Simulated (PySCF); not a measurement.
CH6OSeSi. Atoms are numbered in the order given.

```xyz
10

Si    -0.6818     0.2496    -0.9204
Se     1.2086     0.5161     0.3691
O     -1.9190    -0.5160    -0.1204
C     -1.8359    -1.7954     0.4672
H     -1.1773     1.6082    -1.2368
H     -0.2899    -0.5155    -2.1388
H      1.7607    -0.7941    -0.0265
H     -1.0401    -1.8380     1.2331
H     -2.7975    -2.0211     0.9527
H     -1.6363    -2.5816    -0.2855
```

Coordinates come from a B3LYP-D3(BJ)/def2-SVP optimisation. The structure was generated by enumeration, and PubChem lists no compound with its InChIKey, so it may never have been made. Other conformers were not sampled.

Method: KT2/pcSseg-1 in PySCF.

GIAO shieldings, no solvent; atoms listed in one row are averaged. δ = σ(ref) − σ: ²⁹Si against TMS (σ = 361.9 ppm); ⁷⁷Se against Me2Se (σ = 1692.1 ppm); ¹⁷O against H2O (σ = 330.4 ppm); ¹³C against TMS (σ = 185.1 ppm); ¹H against TMS (σ = 31.47 ppm), references at their B3LYP-D3(BJ)/def2-TZVP geometries, non-relativistic.

Computed chemical shifts:
```json
[
 {"nucleus": "²⁹Si", "atoms": "Si1", "count": "1", "δ (ppm)": "-7.3"},
 {"nucleus": "⁷⁷Se", "atoms": "Se2", "count": "1", "δ (ppm)": "-366.5"},
 {"nucleus": "¹⁷O", "atoms": "O3", "count": "1", "δ (ppm)": "44.8"},
 {"nucleus": "¹³C", "atoms": "C4", "count": "1", "δ (ppm)": "54.8"},
 {"nucleus": "¹H", "atoms": "H6", "count": "1", "δ (ppm)": "6.12"},
 {"nucleus": "¹H", "atoms": "H5", "count": "1", "δ (ppm)": "5.77"},
 {"nucleus": "¹H", "atoms": "H8, H9, H10", "count": "3", "δ (ppm)": "3.95"},
 {"nucleus": "¹H", "atoms": "H7", "count": "1", "δ (ppm)": "1.18"}
]
```
